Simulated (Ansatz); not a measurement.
Calculated with Ansatz (gas phase, PBE0-D4/def2-TZVP geometries, no zero-point term in ΔE). CCSD(T)/CBS is the MP2 limit (def2-TZVPP, def2-QZVPP) plus CCSD(T) − MP2 in def2-TZVPP, frozen cores. Each species was taken in one conformer, which may not be the lowest.

Reaction (isomerisation): `C=C=C[SiH](C)F` → `C=C1C[SiH]1CF`

```tsv
level	ΔE (kJ/mol)
CCSD/def2-TZVPP	304.9
CCSD(T)/def2-TZVPP	301.5
```

(1) What does CCSD(T)/CBS give? (An estimate is asked.)

Largest T1 diagnostic among the species: 0.012.

## Answers

(1) Computed: +304.4 kJ/mol. The listed levels differ from it by 0.5, -2.9 kJ/mol.

From PBE to PBE0 (25 % exact exchange), in def2-TZVPP and without D4, ΔE moves by +6.2 kJ/mol. In def2-TZVPP, CCSD(T) changes the Hartree–Fock value by −27.7 kJ/mol (the triples alone add −3.5 kJ/mol) and MP2 by −22.9 kJ/mol.
